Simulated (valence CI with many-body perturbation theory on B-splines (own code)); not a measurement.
# Hyperfine factors and g values of Tb³³⁺

Computed by relativistic CI+MBPT: four valence electrons over a frozen Dirac-Fock core [Ar] 3d10, radial functions for each j: 11 s, 11 p, 10 d, 8 f, 5 g, 2 h, with the one-electron correlation potential Σ1 (screened to all orders), the two-electron term Σ2, the three-electron term Σ3, Breit, model QED; selected single and double excitations, second order for the rest, scaled by the run's own slope (own B-spline code, finite nucleus).

The last digits are not significant, and no measured levels were compared; by estimate large intervals hold to a few tenths of a per cent, small ones and those within an open d or f shell to about a per cent. Among the levels kept, up to 400 cm⁻¹ of a level comes from second order outside the variational space, and about a tenth of that is noise between levels of different J, which matters for small intervals.

A/g_I is the dipole constant over the nuclear g factor μ/I (μ in nuclear magnetons, uniformly magnetised nucleus), B/Q the quadrupole constant per barn. Both hold the static response of the core; the bare values leave it out. Large factors of s and p1/2 electrons are usually good to 5 to 10 %; those of open d and f shells near neutrality can be off by tens of per cent, and small factors of p3/2, d and f electrons come from cancelling terms and can be off by a factor of two or in sign, in half-filled shells by more. B is blank for J = 1/2, where it vanishes, and for nearly pure S terms. Energies count from the lowest level. Levels with J = 0 are left out.

Levels are named by their leading jj configuration (3d3/2^4 stands for four electrons in 3d with j = 3/2), which in mixed levels can hold well under half, so a name can repeat and another be missing. Letters in brackets count levels of one name in rising energy.

```
                         Level  E (cm⁻¹)      g  A/g_I (MHz)  A/g_I bare  B/Q (MHz/b)  B/Q bare
        (4s^2 4p1/2 4p3/2) J=1    353210  1.498       -20000      -19600        33000     31800
        (4s^2 4p1/2 4p3/2) J=2    381370  1.190        87200       83900        53600     51600
            (4s^2 4p3/2^2) J=2    755810  1.304        35000       33500        12200     11800
        (4s 4p1/2^2 4p3/2) J=2    949610  1.624       218000      210000        52600     50600
        (4s 4p1/2^2 4p3/2) J=1   1046700  1.005      -143000     -137000        48500     46700
    (4s 4p1/2 4p3/2^2) J=2 [a]   1273300  1.522       145000      140000        26900     25900
        (4s^2 4p1/2 4d3/2) J=2   1327800  0.832        64900       62900         1910      1990
        (4s 4p1/2 4p3/2^2) J=3   1329100  1.322       183000      176000        -6670     -6360
    (4s 4p1/2 4p3/2^2) J=1 [a]   1408600  1.213       -13800      -13200       -37900    -36400
    (4s 4p1/2 4p3/2^2) J=1 [b]   1448900  1.296       336000      324000        -3050     -2880
    (4s 4p1/2 4p3/2^2) J=2 [b]   1451200  1.008        -5360       -5050        -2560     -2450
        (4s^2 4p1/2 4d5/2) J=3   1494700  1.116        56300       54500        20800     20200
        (4s^2 4p1/2 4d3/2) J=1   1494900  1.021       -85000      -81600        14600     14000
        (4s^2 4p1/2 4d5/2) J=2   1512400  1.294         2680        2990        10700     10400
              (4s 4p3/2^3) J=2   1724000  1.376       166000      160000       -54300    -52200
        (4s^2 4p3/2 4d3/2) J=1   1785400  1.163       -14200      -13600       -21300    -20500
        (4s^2 4p3/2 4d3/2) J=2   1796600  1.026        18500       17900        -6930     -6630
        (4s^2 4p3/2 4d5/2) J=4   1811400  1.247        16900       16500        80300     77400
        (4s^2 4p3/2 4d3/2) J=3   1815200  1.157        27500       26700        47700     46000
              (4s 4p3/2^3) J=1   1883200  1.309       -89500      -85700       -21700    -20900
        (4s^2 4p3/2 4d5/2) J=2   1908100  1.296        69900       67700       -49400    -47500
        (4s 4p1/2^2 4d3/2) J=1   1940600  0.369      -168000     -161000         5240      5120
        (4s^2 4p3/2 4d5/2) J=3   1941000  1.143        19200       18700        20200     19600
        (4s 4p1/2^2 4d3/2) J=2   1951500  1.210       165000      160000         6700      6590
        (4s^2 4p3/2 4d5/2) J=1   1981800  0.972       -28200      -26700         5910      5780
         (4p1/2^2 4p3/2^2) J=2   2022900  1.265         -402         109        -2350     -2250
        (4s 4p1/2^2 4d5/2) J=3   2056200  1.373       127000      123000        12400     12100
        (4s 4p1/2^2 4d5/2) J=2   2154700  0.979       -48500      -46300        22900     22300
(4s 4p1/2 4p3/2 4d3/2) J=1 [a]   2247800  1.217       104000      100000       -32300    -31100
(4s 4p1/2 4p3/2 4d3/2) J=2 [a]   2253700  1.147        87300       84200       -25000    -24100
(4s 4p1/2 4p3/2 4d3/2) J=3 [a]   2265800  1.178       113000      109000         2390      2380
    (4s 4p1/2 4p3/2 4d3/2) J=4   2302700  1.242       125000      120000        31600     30600
(4s 4p1/2 4p3/2 4d5/2) J=4 [a]   2322800  1.389        96800       93600        78800     75900
(4s 4p1/2 4p3/2 4d3/2) J=2 [b]   2348800  0.928        75800       73100       -44300    -42600
```

Q: Take the isotope of mass number 159, with I = 3/2, μ = 2.009 μN and Q = 1.432 b. What is the hyperfine structure of (4s 4p1/2^2 4p3/2) J=2?

A: From the table A = 292000 MHz, B = 75300 MHz. Shifts from the centre of gravity in MHz: F = 1/2: -1250000, F = 3/2: -876000, F = 5/2: -193000, F = 7/2: 895000.
